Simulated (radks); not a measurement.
Task: The table gives one normalised radial function P(r) = r R(r) of Er11+ in [Kr] 4d10 4f9 5s2 (r in bohr). All-electron calculation, scalar-relativistic Kohn-Sham, PBE, spin-unpolarised, spherical densities, point nucleus. Program: a radial shooting solver on a logarithmic mesh with Libxc functionals.

r	P
0.0009808	0.0032
0.001308	0.0052
0.001731	0.0083
0.002309	0.0135
0.003079	0.0220
0.004107	0.0355
0.005434	0.0564
0.007247	0.0896
0.009666	0.1400
0.01289	0.2131
0.0172	0.3125
0.02275	0.4306
0.03035	0.5540
0.04047	0.6318
0.05398	0.5849
0.07142	0.3393
0.09526	-0.1349
0.1271	-0.6767
0.1695	-0.9247
0.226	-0.5245
0.2991	0.4248
0.3989	1.3552
0.532	1.5700
0.7096	1.0808
0.9388	0.4766
1.252	0.1212
1.67	0.0158
2.228	0.0009
2.971	0.0000
3.931	0.0000
5.243	0.0000

Which n and l does it have? It may be an empty orbital.

Result: n = 4, l = 1: the number of nodes gives n - l - 1 = 2, the rise at small r (about r^(l+1), flatter next to the nucleus through relativity) gives l, and the extent must fit the shell. The curve is that of 4p. 4p: eigenvalue -516.41 eV, 2 radial nodes at r = 0.0886, 0.267 bohr, <r> = 0.535 bohr, 90 % of the charge inside 0.776 bohr.
